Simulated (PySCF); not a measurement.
B(OH)2(SiH3) (BH5O2Si), SMILES OB(O)[SiH3]. Atoms are numbered in the order given.

```xyz
9

B     -0.4760     0.1384    -0.2792
O     -1.4864    -0.7732    -0.3166
H     -2.2581    -0.5106    -0.8331
O     -0.5184     1.3464    -0.9056
H     -1.3279     1.5258    -1.3991
Si     1.2141    -0.3466     0.7431
H      1.8703     0.8655     1.3269
H      2.2057    -0.9955    -0.1759
H      0.9304    -1.3108     1.8521
```
Charge 0, spin multiplicity 1.

Coordinates come from a PBE0-D3(BJ)/def2-SVP optimisation. One conformer was computed; it need not be the lowest.

Calculation: KT2/pcSseg-1 (PySCF).

GIAO shieldings, no solvent; atoms alike by connectivity are averaged. δ = σ(ref) − σ: ¹¹B against BF3 (σ = 89.8 ppm); ¹⁷O against H2O (σ = 330.4 ppm); ¹H against TMS (σ = 31.47 ppm); ²⁹Si against TMS (σ = 361.9 ppm), references at their B3LYP-D3(BJ)/def2-TZVP geometries, non-relativistic.

Computed chemical shifts:
```json
[
 {"nucleus": "¹¹B", "atoms": "B1", "count": "1", "δ (ppm)": "16.9"},
 {"nucleus": "¹⁷O", "atoms": "O2, O4", "count": "2", "δ (ppm)": "151.1"},
 {"nucleus": "¹H", "atoms": "H3, H5", "count": "2", "δ (ppm)": "3.68"},
 {"nucleus": "¹H", "atoms": "H7, H8, H9", "count": "3", "δ (ppm)": "3.67"},
 {"nucleus": "²⁹Si", "atoms": "Si6", "count": "1", "δ (ppm)": "-115.1"}
]
```
